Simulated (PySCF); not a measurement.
Bonds: N1-C2 1.148 Å, C2-C3 1.405 Å, C3-C4 1.344 Å, C4-C5 1.470 Å, C5-N6 1.256 Å, C4-Si7 1.904 Å, Si7-Cl8 2.011 Å. C3 carries H9; C5 carries H10; N6 carries H11; Si7 carries H12, H13.

PySCF 2.14 calculation with GFN2-xTB structure and shielding tensors at PBE0/pcSseg-1 (GIAO); no relativistic terms, one conformer, one averaged value for each set of equivalent atoms, no solvent.

δ = σ(ref) − σ, references computed at the same level: $^{13}$C (σ = 186.93 ppm) and $^{1}$H (σ = 31.72 ppm) and $^{29}$Si (σ = 349.16 ppm) vs TMS; $^{15}$N (σ = 267.73 ppm) against NH3; $^{35}$Cl (σ = 949.78 ppm) vs HCl.

| atoms | nucleus | count | δ (ppm) |
| --- | --- | --- | --- |
| C2 | $^{13}$C | 1 | ? |
| Cl8 | $^{35}$Cl | 1 | ? |
| H12/H13 | $^{1}$H | 2 | 5.38 |
| N6 | $^{15}$N | 1 | 374.0 |
| C5 | $^{13}$C | 1 | ? |
| H11 | $^{1}$H | 1 | 11.76 |
| C3 | $^{13}$C | 1 | 120.9 |
| Si7 | $^{29}$Si | 1 | -28.8 |
| N1 | $^{15}$N | 1 | 338.3 |
| H9 | $^{1}$H | 1 | 6.09 |
| H10 | $^{1}$H | 1 | ? |
| C4 | $^{13}$C | 1 | 169.4 |

Estimate the values marked ?.

## Answers


- C5: 172.7 ppm, carbon bonded to C, N, H
- C2: 122.2 ppm, carbon bonded to C, N
- H10: 8.56 ppm, hydrogen on a carbon bonded to C, N
- Cl8: -52 ppm, chlorine bonded to Si

OH and NH positions are those of a molecule without intermolecular hydrogen bonds; in solution they move with solvent, concentration and temperature, and exchange usually removes their couplings. Shifts are as computed. Against solution values, carbons near 30 ppm lie about +3 ppm off and those near 130 ppm about +5 ppm. Of 1211 compounds with measured shifts, 218 miss one by over three times the rms of a fit or turn the order of signals round; such compounds aren't used in these exercises. Experimental scales use liquid or dissolved standards, which lie at an offset from isolated NH3 (liquid NH3: subtract about 20 ppm). Unscaled 15N shifts of sp2 nitrogen come out 20 to 40 ppm too high even then.
